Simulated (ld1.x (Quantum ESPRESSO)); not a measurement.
**Configuration tests for V (Z = 23) (TM)**

ld1.x (Quantum ESPRESSO) 7.5 input, shortened:

```
&input
   title='V', zed=23., rel=1, dft='PBE', iswitch=3,
   config='[Ar] 3d3 4s2 4p0'
 /
 &inputp
   pseudotype=2, tm=.true., lloc=2,
   nlcc=.true., new_core_ps=.true., rcore=1.25
 /
3
4S  1  0   2.00   0.00  2.35  2.35  0.0
4P  2  1   0.00   0.00  3.30  3.30  0.0
3D  3  2   3.00   0.00  2.40  2.40  0.0
 &test
   configts(1)='3d3 4s2 4p0'
 /
```

Energies are relative to the spin-unpolarised reference configuration 3d3 4s2 4p0; without spin polarisation the order of configurations can differ from experiment. Not all tests gave a result: 2 of 7 tests not solved or not reliable. Left out of the table: 3d3 4s0 4p1 (solver errors, printed error -2.8 eV); 3d3 4s1 4p1 (solver errors, printed error -135 eV).

| valence configuration | charge | ΔE all-electron (eV) | error AE − PS (meV) |
| --- | --- | --- | --- |
| 3d3 4s0 4p0 | +2 | 22.031 | -38 |
| 3d2 4s0 4p0 | +3 | 50.928 | -270 |
| 3d3 4s1.5 4p0 | +0.5 | 3.092 | -1.0 |

(1) What are ΔE and the potential's error for 3d3 4s1 4p0?

(2) What are ΔE and the potential's error for 3d1 4s0 4p0?

Levels in the configuration 3d3 4s0 4p0:

| level | all-electron (eV) | pseudo (eV) |
| --- | --- | --- |
| 3d | -21.317 | -21.369 |

Note: ghost states, extra bound levels that the all-electron valence spectrum of the same l lacks: s at -71.0 eV, p at -6.1 eV. A true bound ghost makes a file unfit for plane-wave use.

Results:

(1) ΔE = 7.735 eV all-electron; the error (AE − PS) is -4.9 meV.

(2) ΔE = 96.802 eV all-electron; the error (AE − PS) is -578 meV.

These tests converged, but a pseudo level misses the all-electron one widely, so the file describes the atom poorly there or has found another state: 3d1 4s0 4p0: empty 4s by 7.8 eV (a node warning on the way).
